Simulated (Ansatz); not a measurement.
A nudged elastic band was laid between two geometries of AlF2HO + H2 (7 atoms, charge 0, multiplicity 1).

These are results of Ansatz, RKS revPBE-D4/cc-pVDZ, not measurements.

| Property | Result |
| --- | --- |
| movable images | 5 |
| climbing image | yes |
| spring | 5.0 eV/Å² |
| optimiser | quadratic models (default) |
| start path | through a guess of the saddle point |
| force threshold | 0.05 eV/Å |
| iteration limit | 60 |
| end points | relaxed |

Initial state:

```xyz
7
Properties=species:S:1:pos:R:3
Al -0.036 -0.102 0.265
O -0.035 -0.594 1.935
H -0.909 -0.738 2.341
F 1.439 -0.046 -0.577
F -1.485 0.109 -0.606
H 0.139 2.228 0.466
H 0.125 1.990 1.202
```

Final state:

```xyz
7
Properties=species:S:1:pos:R:3
Al 0.074 0.558 -0.132
O -0.004 0.133 1.876
H -0.842 -0.372 1.975
F 1.433 -0.353 -0.639
F -1.465 -0.196 -0.354
H 0.156 2.149 -0.140
H -0.113 0.928 2.439
```

Question: What changes between the two ends?

Answer: Bonds broken: H6–H7. Bonds formed: Al1–H6, O2–H7. AlF2HO + H2 becomes AlF2H3O.

Question: What energy profile does the band end with?

Answer: The run converged. The highest image is number 3 of 0 to 6, 16.8 kcal/mol above the first end and 18.3 kcal/mol above the last; the last end lies 1.5 kcal/mol below the first. A vibrational analysis at the climbing image gives one clearly imaginary mode, 1023i cm⁻¹: a first-order saddle point. The orbitals stay closed-shell, which can raise the energy where a bond breaks towards radicals; this wasn't checked here.

```json
{"image": "0", "path coordinate (Å)": "0.00", "energy (kcal/mol)": "0.0", "H6–H7 (Å)": "0.77", "Al1–H6 (Å)": "2.35", "O2–H7 (Å)": "2.69"}
{"image": "1", "path coordinate (Å)": "0.47", "energy (kcal/mol)": "0.9", "H6–H7 (Å)": "0.78", "Al1–H6 (Å)": "2.32", "O2–H7 (Å)": "2.30"}
{"image": "2", "path coordinate (Å)": "0.94", "energy (kcal/mol)": "6.9", "H6–H7 (Å)": "0.81", "Al1–H6 (Å)": "2.05", "O2–H7 (Å)": "1.80"}
{"image": "3", "path coordinate (Å)": "1.40", "energy (kcal/mol)": "16.8", "H6–H7 (Å)": "1.05", "Al1–H6 (Å)": "1.78", "O2–H7 (Å)": "1.29"}
{"image": "4", "path coordinate (Å)": "1.91", "energy (kcal/mol)": "5.7", "H6–H7 (Å)": "1.65", "Al1–H6 (Å)": "1.64", "O2–H7 (Å)": "1.01"}
{"image": "5", "path coordinate (Å)": "2.42", "energy (kcal/mol)": "0.1", "H6–H7 (Å)": "2.28", "Al1–H6 (Å)": "1.60", "O2–H7 (Å)": "0.98"}
{"image": "6", "path coordinate (Å)": "2.93", "energy (kcal/mol)": "-1.5", "H6–H7 (Å)": "2.87", "Al1–H6 (Å)": "1.59", "O2–H7 (Å)": "0.98"}
```

Question: What is the geometry of the highest image?

Answer: 
```xyz
7
Properties=species:S:1:pos:R:3:forces:R:3
Al 0.026 0.259 0.023 -0.01 0.01 0.01
O 0.010 -0.030 1.882 -0.01 -0.01 -0.02
H -0.841 -0.330 2.269 0.01 0.01 0.02
F 1.482 -0.120 -0.768 -0.01 -0.01 -0.01
F -1.495 -0.042 -0.688 0.03 0.00 0.00
H 0.074 1.887 0.748 0.00 0.02 -0.01
H -0.018 1.223 1.559 0.00 -0.01 0.01
```

Question: What are the harmonic wavenumbers there?

Answer: 1023i, 163, 208, 295, 338, 527, 633, 728, 775, 898, 1004, 1332, 1727, 1832, 3651 cm⁻¹.

The run took 83 s on 1 thread of Arm Neoverse V2, on a shared host, peak memory 0.14 GiB.
